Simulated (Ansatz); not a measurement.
Cost and result for the atomization energy of `C[S][GaH2]` (8 atoms, 7 bonds).

Total charge 0; spin multiplicity 1. Correlated methods include outer-core shells of Ga, which these sets cover unevenly. Scalar relativity is left out up to krypton. The structure was optimised at the PBE0-D4/def2-TZVP level. Program: Ansatz. Hardware: A = 2 threads of a server CPU on a shared host; B = 2 threads of an AMD EPYC 7R13 on a shared host and a share of an NVIDIA H100 80 GB. Times are those of one run each, without the atoms' runs, and a repeat can differ threefold. Electronic energies, without spin–orbit coupling; frozen cores. CCSD(T)/CBS adds CCSD(T) − MP2 in def2-TZVPP to the MP2 limit, and its time is that of the two runs behind it. T1 = 0.013. With those shells the extrapolation isn't a true limit. B3LYP takes the VWN-RPA correlation (the form of Gaussian; ORCA's B3LYP/G). HSE06 is the plane-wave form, built on full-range PBE exchange.

CCSD(T)/CBS is a level of theory with its own doubt, some kJ/mol a heavy atom from the limit and from the frozen cores, so smaller differences don't rank the functionals.

```
                                level  functions  wall time  atomization (kcal/mol)  difference from CCSD(T)/CBS  per bond
           LDA (SPW92)/def2-TZVPP [A]        191      2.4 s                   660.8                         75.2      10.7
               BLYP-D4/def2-TZVPP [A]        191        5 s                   575.4                        -10.2      -1.5
               PBE0-D4/def2-TZVPP [A]        191      5.5 s                   582.7                         -2.9      -0.4
  PBE-D4/def2-TZVPP (with forces) [A]        191      5.5 s                   587.5                          1.9       0.3
                 CCSD(T)/def2-SVP [A]         89        7 s                   551.7                        -33.9      -4.8
               CCSD(T)/def2-TZVPP [B]        191        7 s                   573.0                        -12.6      -1.8
              HSE06-D4/def2-TZVPP [A]        191        8 s                   583.0                         -2.6      -0.4
                B2PLYP/def2-TZVPP [A]        191       10 s                   575.1                        -10.5      -1.5
B3LYP-D4/def2-TZVPP (with forces) [A]        191       11 s                   580.4                         -5.2      -0.7
               ωB97X-V/def2-TZVPP [A]        191       12 s                   587.2                          1.6       0.2
                B97M-V/def2-TZVPP [A]        191       12 s                   590.7                          5.1       0.7
               CCSD(T)/def2-QZVPP [B]        366       24 s                   581.1                         -4.5      -0.6
                    CCSD(T)/CBS(def2)          –       31 s                   585.6                          0.0       0.0
```

From r2SCAN to r2SCAN0 (25 % exact exchange), in def2-TZVPP and without D4, the atomization energy moves by −6.2 kcal/mol: exact exchange takes away binding that semilocal exchange gives to molecules. At CCSD(T), def2-SVP lies −33.9 kcal/mol from the extrapolated value and def2-TZVPP −12.6 kcal/mol: correlation converges slowly with the basis, and small sets miss more of it in the bonded molecule than in its fragments. The D4 term adds +6.1 kcal/mol with B3LYP and +3.1 kcal/mol with PBE0; it sums over pairs of atoms, weighted by their polarisabilities, and B3LYP, whose exchange is more repulsive, gets the larger term.
